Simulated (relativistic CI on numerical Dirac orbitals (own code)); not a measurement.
**Ag+: calculation against measurement**

Calculated at this level of theory: Dirac-Coulomb-Breit CI, KLI orbitals optimised for each configuration, QED by a radiative potential, valence Slater integrals scaled by 0.85, P86 correlation estimate, and configurations built on the next ion tied to the tabulated ionisation energy (semi-empirical) (own radial code, finite nucleus).

Configuration list (outside the closed core [Kr]): 4d10, 4d9 5s, 4d9 5p, 4d9 5d, 4d9 6s, 4d9 4f, 4d9 5f, 4d8 5s2, 4d9 6p, 4d8 5s 5p, 4d9 6d, 4d9 5g, 4d9 6f, 4d9 6g, 4d8 5s 6s. Levels of other configurations are missing.

| Configuration | Term (tabulated) | J | Measured (cm⁻¹) | Computed | Error | Purity (%) |
| --- | --- | --- | --- | --- | --- | --- |
| 4d10 | 1S | 0 | 0.0 | 0 | 0 | 100 |
| 4d9 5s | 3D | 3 | 39168.0 | 46266 | 7098 | 100 |
| 4d9 5s | 3D | 2 | 40745.3 | 47924 | 7179 | 82 |
| 4d9 5s | 3D | 1 | 43742.7 | 50650 | 6908 | 100 |
| 4d9 5s | 1D | 2 | 46049.0 | 53452 | 7403 | 82 |
| 4d9 5p | 3P° | 2 | 80176.4 | 83990 | 3813 | 94 |
| 4d9 5p | 3F° | 3 | 82171.7 | 86460 | 4289 | 60 |
| 4d9 5p | 3P° | 1 | 83625.5 | 87141 | 3516 | 90 |
| 4d9 5p | 3F° | 4 | 83669.6 | 87410 | 3740 | 99 |
| 4d9 5p | 3F° | 2 | 85200.7 | 89162 | 3961 | 57 |
| 4d9 5p | 3P° | 0 | 86140.1 | 89405 | 3265 | 99 |
| 4d9 5p | 3D° | 3 | 86460.6 | 90215 | 3754 | 73 |
| 4d9 5p | 1P° | 1 | 89895.5 | 94703 | 4807 | 90 |
| 4d9 5p | 3D° | 1 | 90334.8 | 93943 | 3608 | 87 |
| 4d9 5p | 3D° | 2 | 90887.8 | 94503 | 3615 | 60 |

Measured levels from NIST Handbook of Basic Atomic Spectroscopic Data (Sansonetti and Martin, J. Phys. Chem. Ref. Data 34, 1559 (2005)); pairs were made by configuration, J and term (by order where the table uses no LS term), so strongly mixed levels may be paired wrongly.

Mean error by configuration (cm⁻¹): 4d9 5s 7147; 4d9 5p 3837. Over the excited levels the mean absolute error is 4783 cm⁻¹ (14 of the 16 excited levels that our extract of the source holds in range could be paired, and the others can miss by more), and the median relative error of those above 1,000 cm⁻¹ is 4.7 %.

Transition probabilities of persistent lines. The last column rescales the computed rate by the cube of measured over computed energy:

```tsv
λ measured (Å)	Lower	Upper	A tabulated (s⁻¹)	A computed	A rescaled
1106.99 vacuum	4d10 1S_0	4d9 5p 3D°_1	6.93e+08	7.64e+07	6.79e+07
1112.40 vacuum	4d10 1S_0	4d9 5p 1P°_1	7.71e+08	1.63e+09	1.40e+09
1195.81 vacuum	4d10 1S_0	4d9 5p 3P°_1	5.70e+07	6.30e+07	5.56e+07
2113.82 air	4d9 5s 3D_3	4d9 5p 3D°_3	3.26e+08	3.00e+08	3.74e+08
2246.41 air	4d9 5s 3D_3	4d9 5p 3F°_4	3.91e+08	3.77e+08	4.77e+08
2248.75 air	4d9 5s 3D_2	4d9 5p 3F°_2	2.95e+08	2.64e+08	3.31e+08
2279.98 air	4d9 5s 1D_2	4d9 5p 1P°_1	1.39e+08	3.73e+08	4.48e+08
2324.67 air	4d9 5s 3D_3	4d9 5p 3F°_3	7.20e+07	7.56e+07	9.26e+07
2331.37 air	4d9 5s 3D_2	4d9 5p 3P°_1	2.54e+08	2.78e+08	3.63e+08
2413.19 air	4d9 5s 3D_2	4d9 5p 3F°_3	2.21e+08	2.23e+08	2.77e+08
2437.78 air	4d9 5s 3D_3	4d9 5p 3P°_2	2.88e+08	2.74e+08	3.51e+08
```
